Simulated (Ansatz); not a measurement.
```xyz
10

C     1.7912    1.2987    1.1694
Zn    0.4548    0.9148   -0.1722
S    -1.0379    0.5274   -1.7091
Si   -1.7109   -1.3659   -1.0142
H     2.3409    0.3917    1.4290
H     1.3240    1.6912    2.0747
H     2.5032    2.0386    0.7984
H    -2.3148   -1.2831    0.3435
H    -0.6092   -2.3648   -0.9523
H    -2.7413   -1.8486   -1.9672
```

The species carries charge 0 and has multiplicity 1.

**Question.** List the PBE0/def2-TZVPP orbital energies in eV (Ansatz 0.2.0). (Estimate.)

**Answer.** The calculation gave: Occupied: -9459.38, -2421.81, -1802.94, -1152.91, -1015.26, -1015.25, -1015.18, -277.89, -217.17, -160.97, -160.93, -160.85, -145.22, -133.67, -99.90, -99.86, -99.86, -89.49, -89.46, -89.34, -19.72, -19.15, -15.08, -14.77, -14.76, -14.74, -14.73, -14.24, -11.14, -11.13, -10.44, -10.00, -9.48, -8.92, -7.89, -7.22. Lowest empty: -0.61, -0.46, -0.20, 0.67, 1.25, 1.69, 1.98, 2.46.
